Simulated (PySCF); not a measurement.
Gas-phase reaction: 3 InH + 3 HCl = InCl₃ + 2 InH₃

Method: PySCF energies (xtb for GFN2) plus ideal-gas RRHO corrections (1 bar). † marks an energy on the PBE0/def2-TZVP geometry and frequencies; other levels use their own. MP2 freezes the core. All species are closed-shell singlets. In: scalar-relativistic def2 core potential, no spin-orbit coupling. InH, InH₃: computed as isolated molecules; such fragments, hydroxides, amides, oligomers or adducts are transient or little studied in the gas. MP2 isn't extrapolated to the basis-set limit; its ΔH°(298 K) is -357.4 kJ in def2-SVP and -313.5 kJ in def2-TZVPP. The harmonic model lacks anharmonicity and excited electronic states, which grow with temperature; levels with a mode under 35 cm⁻¹ are left out. Soft modes under 120 cm⁻¹ make the harmonic entropy rough for InCl₃.

```tsv
level	ΔE electronic, kJ	ΔH°(298 K), kJ	ΔS°(298 K), J/K	ΔG°(1000 K), kJ
BLYP/def2-TZVP†	-214	-209	-384	171
GFN2-xTB	-183	-176	-377	196
M06-2X/def2-TZVP†	-342	-338	-384	42
MP2/def2-SVP†	-362	-357	-384	23
PBE0/def2-QZVP†	-316	-312	-384	68
PBE0/def2-TZVP	-323	-319	-384	61
```
ΔH° is lowest at MP2/def2-SVP† and highest at GFN2-xTB. No reference value is set beside these.
